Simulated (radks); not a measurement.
Problem. These are the eigenvalues of the occupied orbitals of an atom or ion with whole-number occupations (hartree). Method: scalar-relativistic Kohn-Sham, r2SCAN, spin-unpolarised, spherical densities, finite nucleus; meta-GGA in the generalised Kohn-Sham scheme; Fermi nuclear charge, rms radius of each element as measured or else 0.836 A^(1/3) + 0.57 fm; computed with a radial shooting solver on a logarithmic mesh with Libxc functionals.

| orbital | eigenvalue |
|---|---|
| 1s | -2117.570 |
| 2s | -361.9526 |
| 2p | -320.7737 |
| 3s | -86.35904 |
| 3p | -73.76750 |
| 3d | -57.99795 |
| 4s | -22.25751 |
| 4p | -18.08490 |
| 4d | -12.45885 |
| 5s | -7.48592 |
| 4f | -6.22713 |

Which element is it, and in what charge state? The configuration may be excited.

Solution. Z = 68, erbium, charge +10: Er10+ in [Kr] 4d10 4f10 5s2. The list shows which subshells hold electrons but not how many an open one holds; the 1s level, -2117.6 hartree, gives Z - s = 65.1 by -(Z - s)^2/2, which with screening and relativity narrows Z to a few neighbours, and the depths of the outer levels then fix element, charge and occupations together.
